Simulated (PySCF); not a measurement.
# Stretching one bond of ClGeH

All numbers below are calculated, not measured. They come from PySCF 2.14.0, an open-source quantum chemistry program, on an isolated molecule that a program drew, which may never have been made. The molecule is ClGeH (charge 0, singlet), drawn as the SMILES string `[Cl][GeH]`.

The structure below is the HF double-zeta minimum with every atom moved a little at random, so it isn't optimised. Bond Cl1-Ge2 is then set to each length in the table by shifting atoms 2, 3 along it, with nothing else relaxed.
```xyz
3
ClGeH, angstrom
Cl   -2.1473   -1.5142   -4.2978
Ge   -0.1045   -1.9085   -4.3606
H     0.3480   -0.3168   -4.1610
```

E is the energy above the same method's energy at the HF double-zeta minimum. IE is the energy to remove one electron at fixed geometry, to the doublet state of charge +1, as a difference of total energies. The basis family is cc-pV(n+d)Z, with UHF for radicals and no spin-orbit coupling. Best is HF at quadruple zeta, plus MP2 correlation extrapolated from triple and quadruple zeta, plus CCSD(T) minus MP2 at triple zeta, with a frozen core. The other columns are at triple zeta. Germanium has the cc-pVnZ-PP basis, with a core potential (ECP10MDF) in place of its 10 inner electrons, and its 3s, 3p and 3d shells are frozen in MP2 and coupled-cluster steps.

```
bond (Å)  E B3LYP (kcal/mol)  E PBE (kcal/mol)  E CCSD(T) (kcal/mol)  E best (kcal/mol)  IE B3LYP (eV)  IE PBE (eV)  IE CCSD(T) (eV)  IE best (eV)     T1
  1.9875               10.57             10.01                 10.11               9.87          9.205        9.012            9.155         9.282  0.012
  1.9995                9.32              8.79                  8.86               8.66          9.228        9.034            9.180         9.307  0.012
  2.0815                3.32              2.88                  2.98               2.92          9.383        9.176            9.346         9.475  0.013
  2.3155                   ?                 ?                     ?                  ?              ?            ?                ?             ?      ?
  2.3615                3.17              2.90                  4.26               4.27          9.795        9.552            9.811         9.953  0.015
  2.6705               17.71             17.41                 20.79              20.53          9.900        9.700            9.901        10.145  0.018
```

T1 is the CCSD diagnostic of the starting molecule.

**Estimate the best E and IE at 2.3155 Å from the other rows.**

A least-squares cubic in the inverse of the bond length through the other values of E best gives 2.66 kcal/mol there. A least-squares quadratic in the bond length through IE best gives 9.890 eV. The calculation gives 2.67 kcal/mol and 9.886 eV, so the fits miss by 0.01 kcal/mol and 0.004 eV. The same recipe one zeta lower moves these two values by 0.13 kcal/mol and 0.07 eV, a gauge of their own error. The rest of the row: E is 1.84 (B3LYP), 1.55 (PBE), 2.64 (CCSD(T)); IE is 9.743 (B3LYP), 9.504 (PBE), 9.748 (CCSD(T)); T1 is 0.015.
